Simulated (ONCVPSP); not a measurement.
# Logarithmic derivatives: K, ONCV

K, optimised norm-conserving Vanderbilt (ONCV), made with ONCVPSP 4.0.1 (LDA (Perdew-Wang 92), scalar-relativistic). Core [Ne], reference 3s2 3p6 4s1. Waves: 3s+4s: rc 1.70 bohr, ncon 4, nbas 8, qcut 6.1 1/bohr, 2 projectors; 3p: rc 1.35 bohr, ncon 4, nbas 7, qcut 5.4 1/bohr, 1 projector; d scattering state at 0.05 Ha: rc 1.85 bohr, ncon 3, nbas 6, qcut 5.6 1/bohr, 1 projector. Local part: polynomial inside 1.00 bohr (lpopt 5, dvloc0 -1 Ha). Core correction: polynomial model core, fcfact 0.35.

The phase is arctan(r·R′/R) of the radial function R(r), unwrapped; energies in Ha, scanned from -3 to 5 Ha. A pole is an energy at which the radial function vanishes at the test radius. The pseudo phase is shifted by a multiple of π to meet the all-electron one at the reference energy, and phase errors are pseudo minus all-electron; the curves can meet again beyond the range given. Levels narrower than the energy grid can be missing from the lists of poles.

Question: For each channel, where are the poles, and over which energies does the pseudopotential scatter like the atom?

Answer:

| channel | radius (bohr) | reference energy (Ha) | poles, all-electron | poles, pseudo | unbroken range about the reference energy with phases within 0.05 rad | phase error 1 Ha above the reference energy (rad) |
| --- | --- | --- | --- | --- | --- | --- |
| s | 1.73 | -0.09 | -0.50 | -0.50 | the whole range | -0.000 |
| p | 1.37 | -0.69 | 1.86 | 1.70 | below 3.0 | -0.003 |
| d | 1.88 | 0.05 | 1.02 | 1.10 | below 1.4 | +0.025 |

Phases in the s channel:

| E (Ha) | all-electron | pseudo |
| --- | --- | --- |
| -2.98 | 1.051 | 1.051 |
| -2.76 | 0.969 | 0.969 |
| -2.54 | 0.846 | 0.846 |
| -2.32 | 0.644 | 0.644 |
| -2.10 | 0.295 | 0.295 |
| -1.88 | -0.241 | -0.241 |
| -1.66 | -0.761 | -0.761 |
| -1.44 | -1.092 | -1.092 |
| -1.22 | -1.285 | -1.285 |
| -1.00 | -1.407 | -1.407 |
| -0.78 | -1.492 | -1.492 |
| -0.56 | -1.556 | -1.556 |
| -0.34 | -1.608 | -1.608 |
| -0.12 | -1.653 | -1.653 |
| 0.10 | -1.695 | -1.695 |
| 0.32 | -1.736 | -1.736 |
| 0.54 | -1.778 | -1.778 |
| 0.76 | -1.824 | -1.824 |
| 0.98 | -1.877 | -1.877 |
| 1.20 | -1.940 | -1.940 |
| 1.42 | -2.019 | -2.021 |
| 1.64 | -2.126 | -2.128 |
| 1.86 | -2.276 | -2.281 |
| 2.08 | -2.495 | -2.507 |
| 2.30 | -2.813 | -2.836 |
| 2.52 | -3.215 | -3.249 |
| 2.74 | -3.599 | -3.637 |
| 2.96 | -3.888 | -3.922 |
| 3.18 | -4.083 | -4.113 |
| 3.40 | -4.215 | -4.242 |
| 3.62 | -4.309 | -4.334 |
| 3.84 | -4.378 | -4.403 |
| 4.06 | -4.431 | -4.456 |
| 4.28 | -4.473 | -4.499 |
| 4.50 | -4.508 | -4.535 |
| 4.72 | -4.536 | -4.566 |
| 4.94 | -4.561 | -4.594 |
